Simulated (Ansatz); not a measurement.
Cartesian coordinates in Å:
```
O 0.5344 -1.3751 0.3391
Sn -0.3303 0.0486 -0.7094
O 0.5217 1.7160 -0.1270
F -2.1456 0.1620 -0.0760
H -0.0328 -2.1383 0.4884
H 1.4527 1.5868 0.0849
```

The species carries charge 0 and has multiplicity 2. Sn takes the def2 core potential.

Task: List the ωB97M-V/def2-TZVPP orbital energies in eV (Ansatz). (Best estimate.)

Result: Ansatz gave: α occupied: -676.52, -526.48, -526.47, -143.94, -98.57, -98.50, -98.46, -34.92, -32.81, -32.41, -32.07, -32.05, -31.79, -30.20, -29.71, -18.00, -16.34, -15.31, -13.89, -13.78, -13.50, -12.77, -12.38, -11.85, -9.56. α empty: 1.19, 1.36, 1.67, 3.10, 3.86, 4.90, 5.19, 5.35. β occupied: -676.43, -526.35, -526.34, -143.88, -98.48, -98.46, -98.44, -34.73, -32.67, -32.26, -31.98, -31.98, -31.65, -29.96, -29.47, -17.57, -16.14, -14.92, -13.66, -13.63, -12.91, -12.13, -12.05, -11.62. β empty: -2.56, 1.39, 1.53, 1.75, 3.23, 3.93, 5.14, 5.46. ⟨S²⟩ = 0.756.
